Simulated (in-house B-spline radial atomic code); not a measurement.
The outermost shell (largest non-relativistic mean radius) with and without relativity; Dirac values are averaged over j. Computed with an all-electron radial atomic-structure program (B-spline basis): non-relativistic Hartree-Fock and Dirac-Hartree-Fock, averages of the configuration (point nuclei without relativity, finite nuclei with it).

```json
{"ion": "La2+", "configuration": "[Xe] 5d1", "outermost shell": "5d", "radius non-relativistic (bohr)": "2.5602", "radius Dirac (bohr)": "2.6225", "radius change (%)": "2.4346", "level non-relativistic (eV)": "-18.930", "level Dirac (eV)": "-18.317", "spin-orbit splitting (eV)": "0.16692"}
{"ion": "Ce2+", "configuration": "[Xe] 4f2", "outermost shell": "5p", "radius non-relativistic (bohr)": "1.8384", "radius Dirac (bohr)": "1.8054", "radius change (%)": "-1.7908", "level non-relativistic (eV)": "-37.918", "level Dirac (eV)": "-38.577", "spin-orbit splitting (eV)": "2.7761"}
{"ion": "Pr2+", "configuration": "[Xe] 4f3", "outermost shell": "5p", "radius non-relativistic (bohr)": "1.8013", "radius Dirac (bohr)": "1.7654", "radius change (%)": "-1.9945", "level non-relativistic (eV)": "-38.755", "level Dirac (eV)": "-39.552", "spin-orbit splitting (eV)": "3.0166"}
{"ion": "Nd2+", "configuration": "[Xe] 4f4", "outermost shell": "5p", "radius non-relativistic (bohr)": "1.7673", "radius Dirac (bohr)": "1.7287", "radius change (%)": "-2.182", "level non-relativistic (eV)": "-39.541", "level Dirac (eV)": "-40.466", "spin-orbit splitting (eV)": "3.265"}
{"ion": "Pm2+", "configuration": "[Xe] 4f5", "outermost shell": "?", "radius non-relativistic (bohr)": "?", "radius Dirac (bohr)": "?", "radius change (%)": "?", "level non-relativistic (eV)": "?", "level Dirac (eV)": "?", "spin-orbit splitting (eV)": "?"}
{"ion": "Sm2+", "configuration": "[Xe] 4f6", "outermost shell": "?", "radius non-relativistic (bohr)": "?", "radius Dirac (bohr)": "?", "radius change (%)": "?", "level non-relativistic (eV)": "?", "level Dirac (eV)": "?", "spin-orbit splitting (eV)": "?"}
{"ion": "Eu2+", "configuration": "[Xe] 4f7", "outermost shell": "5p", "radius non-relativistic (bohr)": "1.6781", "radius Dirac (bohr)": "1.6326", "radius change (%)": "-2.712", "level non-relativistic (eV)": "-41.700", "level Dirac (eV)": "-43.005", "spin-orbit splitting (eV)": "4.0739"}
{"ion": "Gd2+", "configuration": "[Xe] 4f7 5d1", "outermost shell": "?", "radius non-relativistic (bohr)": "?", "radius Dirac (bohr)": "?", "radius change (%)": "?", "level non-relativistic (eV)": "?", "level Dirac (eV)": "?", "spin-orbit splitting (eV)": "?"}
{"ion": "Tb2+", "configuration": "[Xe] 4f9", "outermost shell": "5p", "radius non-relativistic (bohr)": "1.6264", "radius Dirac (bohr)": "1.5766", "radius change (%)": "-3.0638", "level non-relativistic (eV)": "-43.033", "level Dirac (eV)": "-44.609", "spin-orbit splitting (eV)": "4.6777"}
{"ion": "Dy2+", "configuration": "[Xe] 4f10", "outermost shell": "5p", "radius non-relativistic (bohr)": "1.6024", "radius Dirac (bohr)": "1.5505", "radius change (%)": "-3.2428", "level non-relativistic (eV)": "-43.677", "level Dirac (eV)": "-45.397", "spin-orbit splitting (eV)": "5.002"}
```

(1) Fill in the row of Pm2+.

(2) Fill in the row of Sm2+.

(3) Fill in the row of Gd2+.

(4) Which member changes most?

## Answers

(1) outermost shell: 5p; radius non-relativistic (bohr): 1.7357; radius Dirac (bohr): 1.6947; radius change (%): -2.3615; level non-relativistic (eV): -40.288; level Dirac (eV): -41.338; spin-orbit splitting (eV): 3.5231.

(2) outermost shell: 5p; radius non-relativistic (bohr): 1.706; radius Dirac (bohr): 1.6627; radius change (%): -2.5373; level non-relativistic (eV): -41.006; level Dirac (eV): -42.182; spin-orbit splitting (eV): 3.7923.

(3) outermost shell: 5d; radius non-relativistic (bohr): 2.339; radius Dirac (bohr): 2.3957; radius change (%): 2.4236; level non-relativistic (eV): -19.837; level Dirac (eV): -19.163; spin-orbit splitting (eV): 0.23529.

(4) Dysprosium (Dy2+): its 5p shell contracts by 3.2 %.
